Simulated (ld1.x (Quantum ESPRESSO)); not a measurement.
Values are calculated unless marked as measured or tabulated.
## Potentials for antimony compared

Generated with ld1.x 7.5 (TM, RRKJ, ultrasoft, PAW), atompaw 4.2 or ONCVPSP 4.0.1. The cutoff is in Ry: for ld1.x and atompaw files where the sum of valence levels is converged to 10 mRy in a Bessel basis, for ONCV files where the hardest occupied wave has 1 mHa per electron of residual kinetic energy. The error is the largest all-electron minus pseudo excitation energy over each file’s own four to seven test configurations (ionisations up to +4, promotions, holes and added fractions of an electron), all of which were solved. The labels leave out finer settings (local radius, basis sizes, second energies), which also bear on the numbers. Spin-polarised tests are not counted. The rows are a selection from randomly drawn settings: files with unsolved tests, undetermined cutoffs or missed reference levels are left out.

A true bound ghost makes a file unfit for plane-wave use even where its test errors are small: the radial tests pick states by their node count and pass the ghost by.

| potential | cutoff (Ry) | largest error (meV) | bound ghosts |
| --- | --- | --- | --- |
| ultrasoft, revPBE, scalar-relativistic, rc 2.15/2.55/1.05 (spd), local smoothed, core correction yes, reference 4d10 5s2 5p3 | 110 | -303 | s, p |
| PAW, PBE, scalar-relativistic, rc 1.95/2.10/2.30 (spd), local smoothed, core correction yes, reference 5s2 5p3 | 8 | -192 | none |
| TM, PBE, scalar-relativistic, rc 2.05/1.90/2.05 (spd), local smoothed, core correction yes, reference 5s2 5p3 | 25 | -251 | d, s |

Q: Fill in the row for Sb: TM, PBE, scalar-relativistic, rc 1.70/2.55/2.65 (spd), local s, core correction no, reference 5s1.5 5p3.5.

A: cutoff 25 Ry, largest error +146 meV, bound ghosts: none.

Q: Fill in the row for Sb: TM, LDA (PZ), scalar-relativistic, rc 1.40/2.35 (sp), local p, core correction yes, reference 5s2 5p3.

A: cutoff 45 Ry, largest error -116 meV, bound ghosts: none.
